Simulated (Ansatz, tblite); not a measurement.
Adding an electron: HAu₂⁺. The state is a singlet with charge 1. Geometry: PBE-D4/def2-TZVP. Ansatz, gas phase; energy differences of separate SCF runs; the reduced species was run as a doublet alone.

```xyz
3

Au    0.691   -1.083   -0.443
Au   -1.154    0.517    0.498
H     0.463    0.566   -0.054
```

In the def2 sets Au takes a core potential; there is no spin–orbit coupling. The xTB rows come from tblite. The structure comes from a short search, and lower isomers may exist.

**Question.** Estimate orbital energies and vertical electron affinities at: GFN1-xTB; GFN2-xTB; PBE-D4/def2-TZVP; r2SCAN-D4/def2-TZVP; PBE0-D4/def2-TZVP.

**Answer.** 
```csv
level,−HOMO (eV),−LUMO (eV),vertical EA (eV),HOMO–LUMO gap (eV)
GFN1-xTB,18.13,17.15,13.52,0.98
GFN2-xTB,17.35,13.25,9.70,4.10
PBE-D4/def2-TZVP,13.12,10.32,7.63,2.80
r2SCAN-D4/def2-TZVP,13.25,10.05,7.59,3.20
PBE0-D4/def2-TZVP,14.12,9.17,7.29,4.95
```

 Raw xTB energy differences between charge states are shifted by several eV; the methods need an empirical correction for them.
